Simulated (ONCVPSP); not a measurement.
**Cutoff test, Ti, ONCV**

titanium, optimised norm-conserving Vanderbilt (ONCV), made with ONCVPSP 4.0.1 (LDA (Perdew-Wang 92), scalar-relativistic). Core [Ne], reference 3s2 3p6 3d1 (charge +3). Waves: 3s: rc 1.45 bohr, ncon 4, nbas 8, qcut 8.5 1/bohr, 3 projectors, debl 3 Ha; 3p: rc 1.45 bohr, ncon 4, nbas 8, qcut 8.5 1/bohr, 2 projectors, debl 1.1 Ha; 3d: rc 1.35 bohr, ncon 3, nbas 7, qcut 10.3 1/bohr, 2 projectors, debl 2.4 Ha. Local part: polynomial inside 1.30 bohr (lpopt 3, dvloc0 4 Ha). Core correction: polynomial model core, fcfact 0.3.

In the s channel the program set the typed energies aside and used -3.482, 0.250, 3.250 Ha. In the p channel the program set the typed energies aside and used -2.606, 0.250 Ha.

For each optimised wave give the share of its norm inside rc, the residual kinetic energy above qcut (Ha) and the cutoffs (Ha) for errors of 10, 1, 0.1 and 0.01 mHa per electron.

| wave | norm inside rc | residual KE | 10 mHa | 1 mHa | 0.1 mHa | 0.01 mHa |
| --- | --- | --- | --- | --- | --- | --- |
| 3s | 0.889 | 2.3e-06 | 18.8 | 25.0 | 29.8 | 33.6 |
| s projector 2 | 0.026 | 2.1e-06 | 11.8 | 21.6 | 28.3 | 32.9 |
| s projector 3 | 0.036 | 1.3e-05 | 17.3 | 25.7 | 31.8 | 37.5 |
| 3p | 0.837 | 6.5e-08 | 15.8 | 20.8 | 25.1 | 28.8 |
| p projector 2 | 0.034 | 5.2e-07 | 12.2 | 17.4 | 21.8 | 25.5 |
| 3d | 0.633 | 9.7e-06 | 34.5 | 41.8 | 47.4 | 54.0 |
| d projector 2 | 0.047 | 1.8e-05 | 32.4 | 41.6 | 48.4 | 60.7 |

The occupied waves need 42 Ha and 47 Ha for 1 and 0.1 mHa.
